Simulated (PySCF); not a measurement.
Isomers of C6H6F2O.

All values: PBE0/pcSseg-1 (PySCF) at GFN2-xTB geometries, gas phase, one conformer each.

(1) Rank by HOMO energy, lowest first.
A. `[CH3:1]/[C:2](=[CH:3]\[CH2:4][F:5])[C:6]([F:7])=[C:8]=[O:9]` with C2–C3–C4–F5 179°, C1–C2–C6–F7 180°
B. `[CH3:1][O:2]/[C:3]([F:4])=[CH:5]/[C:6]#[C:7][CH2:8][F:9]` with C1–O2–C3–F4 0°
C. `[F:1][CH:2]([F:3])[O:4][CH:5]1[CH:6]=[CH:7][CH:8]=[CH:9]1` with F1–C2–O4–C5 -170°, C2–O4–C5–C6 77°
D. `[F:1][CH:2]([F:3])[C:4]1=[CH:5][O:6][CH:7]=[CH:8][CH2:9]1` with F1–C2–C4–C5 -105°

(2) Rank by HOMO–LUMO gap, lowest first.
A. `[F:1][CH2:2]/[C:3]([F:4])=[C:5]1/[CH:6]=[CH:7][CH2:8][O:9]1` with F1–C2–C3–F4 -93°
B. `[F:1][CH:2]([F:3])[O:4][CH:5]1[CH:6]=[CH:7][CH:8]=[CH:9]1` with F1–C2–O4–C5 -170°, C2–O4–C5–C6 77°
C. `[CH3:1][O:2]/[C:3]([F:4])=[CH:5]/[C:6]#[C:7][CH2:8][F:9]` with C1–O2–C3–F4 0°
D. `[CH3:1]/[C:2](=[CH:3]\[CH2:4][F:5])[C:6]([F:7])=[C:8]=[O:9]` with C2–C3–C4–F5 179°, C1–C2–C6–F7 180°

(3) Rank by the highest IAO charge on any atom, lowest value first.
A. `[CH3:1][O:2]/[C:3]([F:4])=[CH:5]/[C:6]#[C:7][CH2:8][F:9]` with C1–O2–C3–F4 0°
B. `[CH3:1]/[C:2](=[CH:3]\[CH2:4][F:5])[C:6]([F:7])=[C:8]=[O:9]` with C2–C3–C4–F5 179°, C1–C2–C6–F7 180°
C. `[F:1][CH:2]([F:3])[O:4][CH:5]1[CH:6]=[CH:7][CH:8]=[CH:9]1` with F1–C2–O4–C5 -170°, C2–O4–C5–C6 77°
D. `[F:1][CH:2]([F:3])[C:4]1=[CH:5][O:6][CH:7]=[CH:8][CH2:9]1` with F1–C2–C4–C5 -105°
E. `[F:1][CH2:2]/[C:3]([F:4])=[C:5]1/[CH:6]=[CH:7][CH2:8][O:9]1` with F1–C2–C3–F4 -93°

## Answers

(1) C (-6.96 eV), D (-6.59 eV), A (-6.42 eV), B (-6.28 eV).

(2) D (4.12 eV), A (5.11 eV), B (5.50 eV), C (6.04 eV).

(3) E (+0.182 e), B (+0.395 e), D (+0.447 e), A (+0.485 e), C (+0.613 e).

All values together:

| SMILES | μ (D) | HOMO (eV) | LUMO (eV) | lowest IAO charge (e) | highest IAO charge (e) | lowest Hirshfeld charge (e) | highest Hirshfeld charge (e) |
| --- | --- | --- | --- | --- | --- | --- | --- |
| C/C(=C\CF)C(F)=C=O | 2.46 | -6.42 | -2.30 | -0.435 (C) | +0.395 (C) | -0.125 (O) | +0.190 (C) |
| FC(F)C1=COC=CC1 | 2.54 | -6.59 | -0.44 | -0.311 (F) | +0.447 (C) | -0.117 (F) | +0.146 (C) |
| FC(F)OC1C=CC=C1 | 3.15 | -6.96 | -1.46 | -0.355 (O) | +0.613 (C) | -0.136 (O) | +0.201 (C) |
| CO/C(F)=C/C#CCF | 4.16 | -6.28 | -0.24 | -0.320 (F) | +0.485 (C) | -0.125 (F) | +0.174 (C) |
| FC/C(F)=C1/C=CCO1 | 3.85 | -6.21 | -1.11 | -0.337 (O) | +0.182 (C/H) | -0.139 (F) | +0.066 (H) |

Conformers: `[CH3:1]/[C:2](=[CH:3]\[CH2:4][F:5])[C:6]([F:7])=[C:8]=[O:9]` with C2–C3–C4–F5 179°, C1–C2–C6–F7 180°; `[F:1][CH:2]([F:3])[C:4]1=[CH:5][O:6][CH:7]=[CH:8][CH2:9]1` with F1–C2–C4–C5 -105°; `[F:1][CH:2]([F:3])[O:4][CH:5]1[CH:6]=[CH:7][CH:8]=[CH:9]1` with F1–C2–O4–C5 -170°, C2–O4–C5–C6 77°; `[CH3:1][O:2]/[C:3]([F:4])=[CH:5]/[C:6]#[C:7][CH2:8][F:9]` with C1–O2–C3–F4 0°; `[F:1][CH2:2]/[C:3]([F:4])=[C:5]1/[CH:6]=[CH:7][CH2:8][O:9]1` with F1–C2–C3–F4 -93°.
